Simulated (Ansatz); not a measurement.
The first iterations of a band of a periodic cell of 63 atoms, Si$_{62}$P (host Si, host structure diamond, dopant P, one Si atom removed), cell charge -1.

Level of theory: Ansatz, DFT PBE, scalar-relativistic, plane waves, PAW. Settings: PAW set soft_1, cutoff 420 eV, k mesh 1x1x1, gaussian smearing 0.02 eV, no spin polarisation.

* movable images: 5
* climbing image: yes
* spring: 5.0 eV/Å²
* optimiser: quadratic models (default)
* start path: IDPP
* force threshold: 0.03 eV/Å
* iteration limit: 80
* end points: relaxed

Image 0:

```xyz
63
Lattice="10.8600 0.0000 0.0000 0.0000 10.8600 0.0000 0.0000 0.0000 10.8600" Properties=species:S:1:pos:R:3
Si 5.356 0.032 0.024
Si 6.775 1.360 1.360
Si 8.171 2.680 0.013
Si 9.589 4.028 1.318
Si 8.221 0.031 2.663
Si 9.715 1.430 3.855
P -0.005 -0.035 0.001
Si 2.349 2.711 0.440
Si 4.015 4.072 1.422
Si 5.401 5.392 0.010
Si 6.804 6.722 1.370
Si 8.068 8.135 -0.019
Si 9.491 9.481 1.268
Si 2.715 0.040 2.715
Si 4.084 1.361 4.088
Si 5.430 2.722 2.731
Si 6.817 4.050 4.083
Si 8.208 5.366 2.723
Si 9.520 6.798 4.056
Si 5.438 0.000 5.443
Si 6.798 1.342 6.801
Si 8.225 2.673 5.365
Si 9.509 4.031 6.784
Si 8.140 -0.035 8.143
Si 9.514 1.280 9.519
Si -0.048 5.497 -0.043
Si 1.356 6.782 1.360
Si 2.676 8.166 0.014
Si 4.042 9.498 1.395
Si 0.433 2.716 2.352
Si 1.417 4.074 4.021
Si 2.773 5.521 2.777
Si 4.126 6.871 4.130
Si 5.483 8.162 2.705
Si 6.834 9.540 4.046
Si 0.020 0.033 5.360
Si 1.356 1.360 6.780
Si 2.726 2.722 5.433
Si 4.079 4.049 6.820
Si 5.446 5.420 5.450
Si 6.789 6.785 6.794
Si 8.137 8.143 5.410
Si 9.499 9.523 6.724
Si 2.658 0.031 8.225
Si 3.851 1.430 9.718
Si 5.362 2.672 8.228
Si 6.780 4.032 9.513
Si 8.131 5.396 8.135
Si 9.445 6.838 9.448
Si 0.010 8.167 2.679
Si 1.392 9.501 4.043
Si 0.005 5.393 5.407
Si 1.368 6.722 6.807
Si 2.701 8.163 5.485
Si 4.041 9.540 6.838
Si 0.009 2.680 8.176
Si 1.314 4.026 9.596
Si 2.719 5.365 8.213
Si 4.052 6.797 9.524
Si 5.406 8.143 8.142
Si 6.720 9.524 9.502
Si -0.021 8.135 8.072
Si 1.263 9.481 9.496
```

Image 6:

Only the atoms that move by more than 0.05 Å are listed.
```
Si1 5.440 0.001 0.001
Si4 9.546 4.043 1.353
Si6 9.546 1.353 4.043
P7 1.317 1.317 1.317
Si8 2.699 2.699 0.101
Si9 4.084 4.084 1.387
Si11 6.771 6.771 1.335
Si12 8.143 8.143 -0.010
Si13 9.557 9.557 1.196
Si14 2.699 0.101 2.699
Si18 8.166 5.430 2.697
Si22 8.166 2.697 5.430
Si25 9.557 1.196 9.557
Si26 0.001 5.440 0.001
Si29 4.043 9.546 1.353
Si30 0.101 2.699 2.699
Si31 1.387 4.084 4.084
Si32 2.727 5.464 2.727
Si33 4.081 6.816 4.081
Si34 5.430 8.166 2.697
Si36 0.001 0.001 5.440
Si43 9.491 9.491 6.775
Si45 4.043 1.353 9.546
Si46 5.430 2.697 8.166
Si49 9.491 6.775 9.491
Si51 1.353 9.546 4.043
Si53 1.335 6.771 6.771
Si54 2.697 8.166 5.430
Si57 1.353 4.043 9.546
Si58 2.697 5.430 8.166
Si61 6.775 9.491 9.491
Si62 -0.010 8.143 8.143
Si63 1.196 9.557 9.557
```

| iteration | highest image above the first end (eV) | largest band force component (eV/Å) |
| --- | --- | --- |
| 1 | 1.946 | 0.984 |
| 2 | 1.373 | 0.552 |
| 3 | 1.113 | 0.567 |
| 4 | 1.082 | 0.418 |

Problem. Does the band converge within its limit, and where does its top end?

Solution. It converged. It ended after 13 iterations with the highest image 0.947 eV above the first end. By the program's own check the climbing image is a first-order saddle point (lowest curvatures found: -2.85 and 0.69 eV/Å²). Limits of this set-up: coarse k mesh, charged cell in a uniform background, uncorrected.

The run took 12 min on 4 threads of Arm Neoverse V1, on a shared host, peak memory 3.7 GiB.
